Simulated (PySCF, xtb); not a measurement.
C₂H₅BrCd, SMILES C[CH2][Cd][Br].

GFN2-xTB (xtb) at its own geometry gives an orbital gap of 3.33 eV and a dipole moment of 6.33 D.

Geometry: B3LYP-D3(BJ)/def2-SVP. The structure was generated by enumeration; whether it is a known compound was not checked. The def2 effective core potentials stand for the cores of Cd; spin–orbit coupling is left out. One conformer was computed; it need not be the lowest.

Q: What does PySCF with PBE0/def2-TZVP give? (An estimate is asked for; the answer gives what the named calculation found.)

A: gap 6.55 eV (levels -7.59 and -1.03 eV), dipole 3.45 D.
